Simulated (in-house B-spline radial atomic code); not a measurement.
**BSE on G0W0@HF excitations of the chlorine ion Cl⁷⁺**

Method: BSE on G0W0@HF. Computed with an all-electron radial atomic-structure program (B-spline basis): linear response of the closed shell [He] 2s2 2p6 with a statically screened interaction on G0W0 levels; non-relativistic, point nucleus, no spin-orbit coupling, no double excitations, S, P, D and F terms only. Only terms of natural parity with L up to 3 were computed.

Command:
```bash
python run_td.py task.json out
```
Settings (radii: box in bohr, nucleus in fm):
```
Z                        17
electrons                10
configuration            [He] 2s2 2p6
hamiltonian              nr
method                   bse
box_radius               12.81
intervals                50
```

Cost of the run: 3.7 s on 1 thread of Arm Neoverse N1, on a shared host.

The lowest states, in the order of their Tamm-Dancoff energies; the method's threshold (minus the highest G0W0 level) is 348.86 eV. Labels give the largest channel, * marks a mixed state, and oscillator strengths are full-response dipole values. Energies in eV:

```json
{"state": "2p → 3s 3P", "full response": "209.65", "Tamm-Dancoff": "209.68", "oscillator strength": "-"}
{"state": "2p → 3s 1P", "full response": "211.39", "Tamm-Dancoff": "211.41", "oscillator strength": "0.232"}
{"state": "2p → 3p 3S", "full response": "222.38", "Tamm-Dancoff": "222.46", "oscillator strength": "-"}
{"state": "2p → 3p 3D", "full response": "?", "Tamm-Dancoff": "?", "oscillator strength": "-"}
{"state": "2p → 3p 1D", "full response": "226.37", "Tamm-Dancoff": "226.38", "oscillator strength": "-"}
{"state": "2p → 3p 1S", "full response": "235.07", "Tamm-Dancoff": "235.70", "oscillator strength": "-"}
{"state": "2p → 3d 3P", "full response": "244.79", "Tamm-Dancoff": "244.80", "oscillator strength": "-"}
{"state": "2p → 3d 3F", "full response": "245.69", "Tamm-Dancoff": "245.72", "oscillator strength": "-"}
{"state": "2p → 3d 1F", "full response": "246.84", "Tamm-Dancoff": "246.84", "oscillator strength": "-"}
{"state": "2p → 3d 1P", "full response": "?", "Tamm-Dancoff": "?", "oscillator strength": "?"}
```

Q: Where does 2p → 3d 1P lie?

A: At 250.57 eV in full response, 250.76 eV in Tamm-Dancoff, oscillator strength 1.81.

Q: Where does 2p → 3p 3D lie?

A: At 225.03 eV in full response, 225.07 eV in Tamm-Dancoff.

Q: How large is the singlet-triplet splitting of 2p → 3s (P terms) in Tamm-Dancoff?

A: 1.73 eV, from the unrounded values.

Q: What polarisabilities and dispersion coefficient does the method give?

A: Dipole 0.05103 bohr³, quadrupole 0.01763 bohr⁵, C6 0.02183 hartree·bohr⁶ for two such species.
